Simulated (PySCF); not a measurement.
Excitations are Tamm–Dancoff values on a coarser integration grid. The basis has no diffuse functions, so Rydberg states are missing or too high.

Species: H₄OSi₂, SMILES `O1[SiH2][SiH2]1` (charge 0, multiplicity 1).

Problem. What HOMO, dipole moment and S1 excitation (TDA) does PySCF with PBE-D3(BJ)/def2-TZVP // B3LYP-D3(BJ)/def2-TZVP give?

Solution. 
HOMO: -5.25 eV
dipole moment: 0.63 D
S1 excitation (TDA): 4.07 eV
